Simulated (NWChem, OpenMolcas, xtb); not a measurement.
A ladder of methods for AlI (iodoaluminum)

The species is AlI (2 atoms), meant as a singlet with charge 0. As SMILES, `[Al][I]`. Geometry: the measured bond length.

```tsv
atom	x (Å)	y (Å)	z (Å)
Al	0.0000	0.0000	0.0000
I	0.0000	0.0000	2.5371
```

Each level gives the dipole moment (D). The values are calculated.

| level | kind | program | value (D) | CPU time |
| --- | --- | --- | --- | --- |
| GFN2-xTB | semi-empirical | xtb | 4.21 | under 2 s |
| HF/def2-TZVPPD (core potential) | Hartree–Fock | NWChem | 1.87 | 64 s |
| SVWN5/def2-TZVPPD (core potential) | LDA | OpenMolcas | 1.68 | 19 s |
| PBE/def2-TZVPPD (core potential) | GGA | OpenMolcas | 1.54 | 23 s |
| revPBE/def2-TZVPPD (core potential) | GGA | NWChem | 1.48 | 24 s |
| M06-L/def2-TZVPPD (core potential) | meta-GGA | OpenMolcas | 1.26 | 27 s |
| B3LYP/def2-TZVPPD (core potential) | global hybrid | NWChem | 1.81 | 21 s |
| BHLYP/def2-TZVPPD (core potential) | global hybrid | OpenMolcas | 1.94 | 20 s |
| CAM-B3LYP/def2-TZVPPD (core potential) | range-separated hybrid | NWChem | 1.93 | 85 s |

The values span 1.26 to 4.21 D. CPU times are rough (shared hosts, several kinds of processor): they show what a rung costs within a factor of a few.
